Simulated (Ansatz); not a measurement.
Mg₂Se₂⁻. Charge -1, multiplicity 2. Geometry r2SCAN-D4/def2-SVPD, basis def2-TZVPD, Ansatz.

```csv
atom,x (Å),y (Å),z (Å)
Mg1,1.087,-1.868,0.217
Mg2,0.028,2.171,-0.062
Se3,-0.378,-0.188,-1.291
Se4,-0.736,-0.115,1.136
```

| run | HOMO (eV) | LUMO (eV) |
| --- | --- | --- |
| A | -0.06 | 0.54 |
| B | -0.09 | 0.37 |
| C | -0.44 | 0.95 |
| D | -0.01 | 0.69 |

Another isomer (doublet) lies 2.14 eV lower at PBE0-D4/def2-TZVPD; other spin states weren't run for this one.

HOMO and LUMO are taken over both spins.

Question: The runs used LDA (SPW92), PBE, PBE0, r2SCAN. Estimate which is which.

Answer: A PBE (0 % exact exchange); B LDA (SPW92) (0 % exact exchange); C PBE0 (25 % exact exchange); D r2SCAN (0 % exact exchange). Exact exchange lowers occupied and raises empty levels; among semilocal functionals meta-GGAs tend to open the gap a little, and such runs are hard to tell apart. The gap grows from 0.46 eV (LDA (SPW92)) to 1.39 eV (PBE0).
